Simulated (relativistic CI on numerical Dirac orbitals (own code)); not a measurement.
Slater and spin-orbit integrals, Ce4+

Calculated at this level of theory: Dirac-Coulomb-Breit CI, orbitals from a KLI potential per configuration, QED by a radiative potential, valence Slater integrals scaled by 0.85, P86 correlation energy added to each configuration (own radial code, finite nucleus).

Slater integrals F^k, G^k are unscaled and averaged over j, outside the closed core [Kr] 4d10; ζ comes from projecting the Hamiltonian with its Breit term on Σ l·s of the shell.

- 5s2 5p5 5d: ζ(5p) = 17167, F^2(5p,5d) = 52807, G^1(5p,5d) = 62862, G^3(5p,5d) = 39506, ζ(5d) = 1110.1 cm⁻¹; <r>(5p) = 1.642, <r^2>(5p) = 3.027, <r>(5d) = 2.115, <r^2>(5d) = 5.054 (bohr units).
- 5s2 5p5 4f: ζ(5p) = 16005, F^2(5p,4f) = 52150, G^2(5p,4f) = 29550, G^4(5p,4f) = 22660, ζ(4f) = 615.37 cm⁻¹; <r>(5p) = 1.679, <r^2>(5p) = 3.164, <r>(4f) = 1.025, <r^2>(4f) = 1.325 (bohr units).
- 5s2 5p5 5f: ζ(5p) = 17748, F^2(5p,5f) = 19557, G^2(5p,5f) = 7797.6, G^4(5p,5f) = 5524, ζ(5f) = 28.482 cm⁻¹; <r>(5p) = 1.627, <r^2>(5p) = 2.972, <r>(5f) = 3.709, <r^2>(5f) = 15.53 (bohr units).

In this model ζ of a weakly bound d, f or g electron outside closed shells comes out too small, for d by up to a factor of two or three and at times with the wrong sign; that of an outer p electron is too small as well.

Averages of the first 10 configurations, taken without configuration mixing, which lowers the lowest level and can move excited configurations by several eV; other configurations of the list can lie among them:

```csv
Configuration,Parity,States,Average energy above the lowest level (eV)
5s2 5p6,even,1,0.0
5s2 5p5 5d,odd,60,25.4
5s2 5p5 4f,even,84,16.0
5s2 5p5 5f,even,84,46.1
5s 5p6 5d,even,20,48.0
5s2 5p5 5g,odd,108,53.4
5s2 5p5 6s,odd,12,32.5
5s2 5p5 6p,even,36,38.1
5s 5p6 4f,odd,28,38.0
5s 5p6 5f,odd,28,69.1
```
